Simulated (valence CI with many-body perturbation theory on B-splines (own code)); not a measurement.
## Forbidden lines of Ba34+

Computed by valence CI with perturbative core correlation (CI+MBPT): four valence electrons over a frozen Dirac-Fock core [Ar], a basis of 7 s, 7 p, 8 d, 6 f, 4 g, 1 h functions for each j, with the one-electron correlation potential Σ1, the two-electron term Σ2, the three-electron term Σ3, Breit, model QED; selected CI, second order for the rest, scaled by the run's own slope (own B-spline code, finite nucleus).

No measured spectrum was set against this ion. As an estimate, large intervals hold to a few tenths of a per cent, small ones and those within an open d or f shell to about a per cent. Only levels of the ground parity were solved; by the run's estimate the other parity begins above the list, which can be wrong where configurations are misplaced.

Lines 51 to 100 of 120 in falling wavelength, among levels below 915970 cm⁻¹, chosen from the decays that carry over 1 % of a level's rate. Wavelengths and rates use the calculated energies. Weak lines are less certain than strong ones. Lines between different terms over intervals too small for the method are left out, as are lines whose strength nearly cancels. The highest levels of a list are the least certain. Branching is blank where the lifetime is uncertain.

Levels are named by their leading jj configuration (3d3/2^4 stands for four electrons in 3d with j = 3/2), which in mixed levels can hold well under half, so a name can repeat and another be missing. Letters in brackets count levels of one name in rising energy.

| λ vac (nm) | Upper | Lower | Type | A (s⁻¹) | Branch % |
| --- | --- | --- | --- | --- | --- |
| 63.47 | (3d3/2^2 3d5/2^2) J=0 [a] | (3d3/2^3 3d5/2) J=1 | M1 | 1.52e+05 | 100.0 |
| 63.04 | (3d3/2 3d5/2^3) J=3 [a] | (3d3/2^2 3d5/2^2) J=2 [a] | M1 | 6.24e+04 | 45.3 |
| 62.87 | (3d3/2 3d5/2^3) J=5 | (3d3/2^2 3d5/2^2) J=5 | M1 | 1.89e+04 | 30.2 |
| 60.02 | (3d3/2^2 3d5/2^2) J=1 | (3d3/2^3 3d5/2) J=2 | M1 | 6.92e+04 | 92.7 |
| 59.89 | (3d3/2^2 3d5/2^2) J=4 [c] | (3d3/2^2 3d5/2^2) J=5 | M1 | 2.83e+03 | 4.5 |
| 59.66 | (3d3/2 3d5/2^3) J=6 | (3d3/2^2 3d5/2^2) J=5 | M1 | 3.14e+04 | 54.2 |
| 59.41 | (3d3/2 3d5/2^3) J=2 [a] | (3d3/2^2 3d5/2^2) J=3 [b] | M1 | 2.54e+04 | 20.4 |
| 59.18 | (3d3/2 3d5/2^3) J=2 [a] | (3d3/2^2 3d5/2^2) J=2 [b] | M1 | 1.45e+04 | 11.7 |
| 59.05 | (3d3/2 3d5/2^3) J=4 [b] | (3d3/2 3d5/2^3) J=3 [a] | M1 | 1.31e+04 | 8.4 |
| 58.78 | (3d3/2^2 3d5/2^2) J=4 [b] | (3d3/2^3 3d5/2) J=3 | M1 | 6.46e+03 | 63.8 |
| 57.86 | (3d3/2 3d5/2^3) J=3 [b] | (3d3/2^2 3d5/2^2) J=3 [b] | M1 | 3.13e+04 | 33.7 |
| 57.64 | (3d3/2 3d5/2^3) J=3 [b] | (3d3/2^2 3d5/2^2) J=2 [b] | M1 | 1.62e+04 | 17.5 |
| 56.44 | (3d3/2^2 3d5/2^2) J=2 [d] | (3d3/2^2 3d5/2^2) J=1 | M1 | 1.05e+03 | 3.2 |
| 56.21 | (3d3/2^2 3d5/2^2) J=2 [b] | (3d3/2^3 3d5/2) J=3 | M1 | 3.82e+02 | 2.6 |
| 56.00 | (3d3/2^2 3d5/2^2) J=3 [b] | (3d3/2^3 3d5/2) J=3 | M1 | 3.05e+03 |  |
| 55.17 | (3d3/2 3d5/2^3) J=3 [b] | (3d3/2^2 3d5/2^2) J=4 [b] | M1 | 1.20e+04 | 13.0 |
| 55.14 | (3d3/2^2 3d5/2^2) J=4 [b] | (3d3/2^3 3d5/2) J=4 | M1 | 4.13e+02 | 4.1 |
| 54.24 | (3d3/2 3d5/2^3) J=2 [b] | (3d3/2 3d5/2^3) J=3 [a] | M1 | 2.24e+04 | 19.4 |
| 53.88 | (3d3/2^2 3d5/2^2) J=2 [a] | (3d3/2^3 3d5/2) J=1 | M1 | 6.18e+04 | 75.2 |
| 53.58 | (3d3/2 3d5/2^3) J=3 [c] | (3d3/2^2 3d5/2^2) J=2 [c] | M1 | 1.89e+04 | 25.9 |
| 53.51 | (3d3/2 3d5/2^3) J=1 [a] | (3d3/2^2 3d5/2^2) J=2 [a] | M1 | 5.73e+04 | 30.8 |
| 53.04 | (3d3/2 3d5/2^3) J=0 | (3d3/2^2 3d5/2^2) J=1 | M1 | 9.07e+04 | 88.6 |
| 52.96 | (3d3/2^2 3d5/2^2) J=4 [c] | (3d3/2^2 3d5/2^2) J=3 [a] | M1 | 2.01e+04 | 32.4 |
| 52.69 | (3d3/2^2 3d5/2^2) J=3 [b] | (3d3/2^3 3d5/2) J=4 | M1 | 3.36e+04 |  |
| 52.31 | (3d3/2 3d5/2^3) J=1 [b] | (3d3/2^2 3d5/2^2) J=2 [c] | M1 | 2.88e+04 | 22.4 |
| 51.42 | (3d3/2 3d5/2^3) J=3 [c] | (3d3/2 3d5/2^3) J=4 [a] | M1 | 1.32e+04 | 18.0 |
| 50.35 | (3d3/2 3d5/2^3) J=5 | (3d3/2^2 3d5/2^2) J=4 [a] | M1 | 8.72e+03 | 14.0 |
| 49.86 | (3d3/2 3d5/2^3) J=4 [b] | (3d3/2 3d5/2^3) J=4 [a] | M1 | 7.09e+04 | 45.4 |
| 49.21 | (3d3/2^2 3d5/2^2) J=2 [b] | (3d3/2^3 3d5/2) J=2 | M1 | 4.71e+03 | 32.2 |
| 49.05 | (3d3/2^2 3d5/2^2) J=3 [b] | (3d3/2^3 3d5/2) J=2 | M1 | 2.28e+03 |  |
| 48.64 | (3d3/2 3d5/2^3) J=2 [a] | (3d3/2^2 3d5/2^2) J=1 | M1 | 2.51e+04 | 20.2 |
| 48.42 | (3d3/2^2 3d5/2^2) J=4 [c] | (3d3/2^2 3d5/2^2) J=4 [a] | M1 | 2.99e+04 | 48.0 |
| 48.13 | (3d3/2 3d5/2^3) J=2 [b] | (3d3/2^2 3d5/2^2) J=2 [c] | M1 | 2.55e+04 | 22.1 |
| 47.44 | (3d3/2^2 3d5/2^2) J=2 [d] | (3d3/2^2 3d5/2^2) J=3 [a] | M1 | 6.46e+02 | 2.0 |
| 46.78 | (3d3/2^2 3d5/2^2) J=2 [d] | (3d3/2^2 3d5/2^2) J=2 [a] | M1 | 7.24e+02 | 2.2 |
| 46.53 | (3d3/2 3d5/2^3) J=1 [a] | (3d3/2^2 3d5/2^2) J=0 [a] | M1 | 7.05e+04 | 37.9 |
| 43.08 | (3d3/2 3d5/2^3) J=4 [a] | (3d3/2^3 3d5/2) J=3 | M1 | 1.69e+04 | 18.2 |
| 41.81 | (3d3/2 3d5/2^3) J=2 [a] | (3d3/2^2 3d5/2^2) J=3 [a] | M1 | 4.09e+04 | 33.0 |
| 41.68 | (3d3/2^2 3d5/2^2) J=2 [c] | (3d3/2^3 3d5/2) J=3 | M1 | 8.72e+04 | 79.3 |
| 41.04 | (3d3/2 3d5/2^3) J=3 [b] | (3d3/2^2 3d5/2^2) J=3 [a] | M1 | 1.10e+04 | 11.8 |
| 40.54 | (3d3/2 3d5/2^3) J=3 [b] | (3d3/2^2 3d5/2^2) J=2 [a] | M1 | 2.04e+03 | 2.2 |
| 39.50 | (3d3/2 3d5/2^3) J=1 [b] | (3d3/2^2 3d5/2^2) J=2 [b] | M1 | 2.60e+03 | 2.0 |
| 39.35 | (3d3/2 3d5/2^3) J=4 [b] | (3d3/2^2 3d5/2^2) J=3 [b] | M1 | 1.74e+04 | 11.2 |
| 38.99 | (3d3/2 3d5/2^3) J=3 [c] | (3d3/2^2 3d5/2^2) J=4 [b] | M1 | 3.03e+03 | 4.1 |
| 38.64 | (3d3/2^2 3d5/2^2) J=2 [b] | (3d3/2^3 3d5/2) J=1 | M1 | 6.49e+03 | 44.4 |
| 38.26 | (3d3/2 3d5/2^3) J=3 [b] | (3d3/2^2 3d5/2^2) J=4 [a] | M1 | 1.47e+04 | 15.8 |
| 37.97 | (3d3/2 3d5/2^3) J=3 [a] | (3d3/2^3 3d5/2) J=3 | M1 | 5.72e+03 | 4.2 |
| 37.70 | (3d3/2^2 3d5/2^2) J=2 [c] | (3d3/2^3 3d5/2) J=2 | M1 | 1.31e+04 | 11.9 |
| 37.15 | (3d3/2 3d5/2^3) J=2 [b] | (3d3/2^2 3d5/2^2) J=3 [b] | M1 | 1.46e+04 | 12.6 |
| 34.64 | (3d3/2 3d5/2^3) J=3 [a] | (3d3/2^3 3d5/2) J=2 | M1 | 1.40e+04 | 10.2 |
